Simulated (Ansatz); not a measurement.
`C=C[SiH2][SiH2]O` + `[AlH2][SH]` → `C=C[SiH2][S][AlH2]` + `O[SiH3]`  (cleavage of the Si–Si bond)

Computed with Ansatz on PBE0-D4/def2-TZVP structures; ΔE is electronic, products minus reactants. CBS: MP2 limit from def2 TZ/QZ plus the TZ coupled-cluster correction, frozen cores. This one scheme is used for every species. DFT in def2-TZVPP. One conformer a species, not always the lowest.

| level | ΔE (kJ/mol) | difference from CCSD(T)/CBS |
| --- | --- | --- |
| PBE-D4 | -61.2 | 13.8 |
| ωB97X-V | -70.1 | 4.9 |
| MP2/def2-TZVPP | -83.9 | -8.9 |
| SCS-MP2/def2-TZVPP | -80.3 | -5.3 |
| CCSD/def2-TZVPP | -70.4 | 4.6 |
| CCSD(T)/def2-TZVPP | -71.7 | 3.3 |
| HF/def2-QZVPP | -74.4 | 0.6 |
| MP2/def2-QZVPP | -85.9 | -10.9 |
| SCS-MP2/def2-QZVPP | -82.1 | -7.1 |
| CCSD/CBS(def2) | -73.6 | 1.4 |
| CCSD(T)/CBS | -75.0 | 0 |

Largest T1 diagnostic among the species: 0.012.

From PBE to PBE0 (25 % exact exchange), in def2-TZVPP and without D4, ΔE moves by −6.0 kJ/mol. The D4 term adds −7.3 kJ/mol with B3LYP and −3.8 kJ/mol with PBE0; it sums over pairs of atoms, weighted by their polarisabilities, and B3LYP, whose exchange is more repulsive, gets the larger term.

B3LYP here is the variant with VWN-RPA as its local correlation; programs differ in this.
